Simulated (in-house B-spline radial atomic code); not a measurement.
A fraction x of an electron is removed from 1s in Li+, starting from 1s2 and keeping the highest spin. Method: non-relativistic LDA exchange-only, spin-polarised, spherical fractional occupations, point nucleus. Calculated with a radial B-spline atomic code at the basis-set limit.

```
   x  E(x) - E(0) (eV)  1s down level (eV)
   0            0.0000             -57.724
0.05            2.9247             -59.264
 0.2           12.1604             -63.875
0.29           18.0329             -66.619
0.41           26.2437             -70.212
 0.5           32.6811             -72.825
0.52           34.1432             -73.392
0.66           44.6859             -77.145
0.76           52.5193             -79.449
0.98           70.2845             -79.752
```
